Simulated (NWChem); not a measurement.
Molecule: ZrNH5; SMILES [NH2][ZrH3]

Results from NWChem. Coordinates come from a PBE0/def2-SVP optimisation. def2 effective core potentials on Zr; no spin-orbit coupling.

For level PBE/STO-3G (all-electron, non-relativistic):

* **highest occupied level (eV)**: -3.57
* **orbital gap (eV)**: 4.43
* **dipole (D)**: 2.21

**Question.** Estimate the same quantities for level PBE/def2-SVP (core potentials).

**Answer.** 
| Property | Result |
|---|---|
| highest occupied level (eV) | -6.46 |
| orbital gap (eV) | 3.62 |
| dipole (D) | 2.54 |
